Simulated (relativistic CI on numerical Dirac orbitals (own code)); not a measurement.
# Ni⁺: 2p photoemission

Computed with this model: Dirac-Coulomb-Breit CI, KLI orbitals optimised for each configuration, a model potential for QED, valence Slater integrals scaled by 0.7, multiplet model of photoemission in the sudden approximation; configurations [Ar] 3d9 → [He] 2s2 2p5 3s2 3p6 3d9; 300 K; Lorentzian 0.35 eV and Gaussian 0.6 eV FWHM. Energies are those of the free ion, without screening or charge transfer. The energies are binding energies and can lie tens of eV above those of solids. S is read from ⟨S²⟩ = S(S + 1).

Field parameters in Wybourne normalisation: D3d B²₀ = −7Dσ, B⁴₀ = −14Dq − 21Dτ, B⁴₃ = −14√(10/7) Dq. The field is a parameter set, without covalency.

free ion: ground-state S = 0.50, centroid 876.02 eV. Peaks (eV, height): 869.4 (100), 871.7 (49), 887.8 (81).

D3d, 10Dq = 5900, Dσ = -1200, Dτ = 170 cm⁻¹: ground-state S = 0.50, centroid 876.04 eV. Peaks (eV, height): 869.6 (100), 871.7 (37), 887.2 (38), 888.0 (42).

D3d, 10Dq = 5900, Dσ = 240, Dτ = 170 cm⁻¹: ground-state S = 0.50, centroid 876.04 eV. Peaks (eV, height): 869.6 (100), 871.7 (38), 887.0 (38), 888.0 (44).

Strongest unbroadened transitions for D3d, 10Dq = 5900, Dσ = 240, Dτ = 170 cm⁻¹:

```csv
Energy (eV),Relative strength
869.48,44.7
869.51,86.3
869.53,81.4
869.54,28.2
869.55,56.7
869.57,80.3
869.67,42.9
869.68,34.2
869.70,31.3
869.92,26.6
871.69,100.0
871.70,46.7
886.98,78.0
887.03,70.4
887.04,34.6
887.99,48.0
888.03,58.5
888.04,99.5
```
